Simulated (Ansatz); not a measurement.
H$_{7}$NOSi$_{3}$ (`N[SiH]1[SiH2]O[SiH2]1`) from Hartree–Fock to CCSD(T)

```xyz
12

N     2.021    0.905    0.569
Si    0.887   -0.049   -0.300
Si   -1.277    0.624   -1.007
O    -1.919   -0.648   -0.123
Si   -0.732   -1.361    0.816
H     2.827    1.281    0.099
H     1.730    1.492    1.332
H     1.649   -0.765   -1.359
H    -1.789    1.928   -0.496
H    -1.692    0.503   -2.433
H    -0.756   -2.838    0.638
H    -0.950   -1.071    2.262
```

Charge 0, multiplicity 1. The structure was optimised at the PBE0-D4/def2-TZVP level. It is one conformer, not always the lowest. Frozen core, restricted reference, Ansatz. CBS rows extrapolate triple and quadruple zeta; past MP2 they add the triple-zeta difference.

```json
{"basis": "def2-SVP", "HF (Eh)": "?", "MP2 corr.": "-0.63728", "CCSD corr.": "?", "(T)": "?", "CCSD(T) total": "?"}
{"basis": "def2-TZVPP", "HF (Eh)": "-1000.36969", "MP2 corr.": "-0.80606", "CCSD corr.": "-0.85971", "(T)": "-0.03388", "CCSD(T) total": "-1001.26328"}
{"basis": "def2-QZVPP", "HF (Eh)": "-1000.40361", "MP2 corr.": "?", "CCSD corr.": "–", "(T)": "–", "CCSD(T) total": "–"}
{"basis": "CBS(def2)", "HF (Eh)": "-1000.40828", "MP2 corr.": "-0.91491", "CCSD corr.": "-0.96856", "(T)": "as TZ", "CCSD(T) total": "-1001.41072"}
```

Problem. Fill in the withheld values. (Estimate.)

Solution. Ansatz gave: def2-SVP HF (Eh): -999.88274; def2-SVP CCSD corr.: -0.69696; def2-SVP (T): -0.01948; def2-SVP CCSD(T) total: -1000.59918; def2-QZVPP MP2 corr.: -0.86859.
